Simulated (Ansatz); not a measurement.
System: sum formula Si$_{2}$H$_{4}$Cl, net charge -1, singlet state. It need not be the lowest isomer of its formula. Whether it binds its extra electron was not tested at this geometry. 
Structure (B3LYP-D3(BJ)/def2-TZVP (Ansatz, a first-principles code) minimum search):
```
Si
H 1 1.5014
H 1 1.5021 2 102.26
Cl 1 2.1670 2 101.10 3 102.10
Si 1 2.3487 2 113.64 3 -134.76
H 5 1.5328 1 92.35 2 157.04
H 5 1.5413 6 94.32 1 86.47
```
Charge -1, spin multiplicity 1.

Total electronic energies in hartree. Valence correlation only, unless marked. Spin-orbit coupling is left out. Non-relativistic. CBS marks a two-point X^-3 extrapolation of the correlation energy; Hartree-Fock from the larger set.

```json
[
 {"level": "BLYP-D4/def2-TZVPD", "program": "Ansatz + dftd4", "energy (Eh)": "-1041.69037"},
 {"level": "r2SCAN-D4/def2-TZVPD", "program": "Ansatz + dftd4", "energy (Eh)": "-1041.60687"},
 {"level": "PBE0/STO-3G", "program": "Ansatz", "energy (Eh)": "-1029.41081"},
 {"level": "PBE0-D3(BJ)/def2-TZVP", "program": "Ansatz + dftd3", "energy (Eh)": "-1041.29596"},
 {"level": "PBE0/def2-QZVPP", "program": "Ansatz", "energy (Eh)": "-1041.32549"},
 {"level": "HSE06-D4/def2-TZVPD", "program": "Ansatz + dftd4", "energy (Eh)": "-1041.27805"},
 {"level": "CCSD/aug-cc-pV(Q+d)Z", "program": "Ansatz", "energy (Eh)": "-1040.34689"},
 {"level": "CCSD(T)/cc-pV(5+d)Z", "program": "Ansatz", "energy (Eh)": "-1040.38154"},
 {"level": "CCSD(T)/CBS(aug-cc-pV(T+d)Z,aug-cc-pV(Q+d)Z)", "program": "Ansatz", "energy (Eh)": "-1040.3951"}
]
```

Totals of different functionals don't rank their quality; only differences between species are comparable.
